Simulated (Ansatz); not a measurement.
`N[SiH](O)[SiH2]O`, charge 0, multiplicity 1.

Problem. Give a relaxed structure at PBE0-D4/def2-TZVP (the Gaussian-basis code of Ansatz). (Best estimate.)

Solution. Ansatz gave: 
Cartesian coordinates in Å:
```
N 0.515 -1.227 -1.524
Si 0.578 -0.540 0.037
O -0.415 -1.203 1.200
Si -0.301 1.634 0.069
O -1.207 1.764 1.446
H -0.271 -1.114 -2.141
H 1.139 -1.956 -1.827
H 1.995 -0.724 0.461
H -0.249 -2.103 1.488
H 0.743 2.694 0.075
H -1.142 1.860 -1.145
H -1.385 0.915 1.861
```
This is one stationary point; other conformers may exist.
